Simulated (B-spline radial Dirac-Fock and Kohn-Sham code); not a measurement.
Relativistic shifts of the levels of La⁹⁺

System: the La⁹⁺ ion in the configuration [Kr] 4d10 5s2.

Both columns are ΔSCF binding energies of the configuration average from a radial B-spline solver: non-relativistic Hartree-Fock with a point nucleus, and Dirac-Fock with a finite nucleus and the Coulomb interaction alone, averaged over the two j levels with weights 2j+1.

```
shell  Hartree-Fock (eV)  Dirac-Fock (eV)  shift (eV)  shift (%)
   1s            37406.8          39216.6    +1809.73      +4.84
   2s             5978.2           6432.1     +453.84      +7.59
   2p             5638.4           5776.2     +137.82      +2.44
   3s             1412.5           1513.3     +100.84      +7.14
   3p             1265.3           1298.0      +32.75      +2.59
   3d              994.4            982.6      -11.80      -1.19
   4s              397.7            420.4      +22.71      +5.71
   4p              340.5            347.0       +6.48      +1.90
   4d              239.8            236.9       -2.93      -1.22
   5s              144.6            149.9       +5.27      +3.64
```

Relativity binds 1s, 2s, 2p, 3s, 3p, 4s, 4p, 5s more strongly, among those listed most of all 2s in relative terms, and 3d, 4d more weakly, because the contracted s and p shells screen the nucleus better.

Values without a named source are computed, but for edge energies of neutral atoms, which are taken from tables.
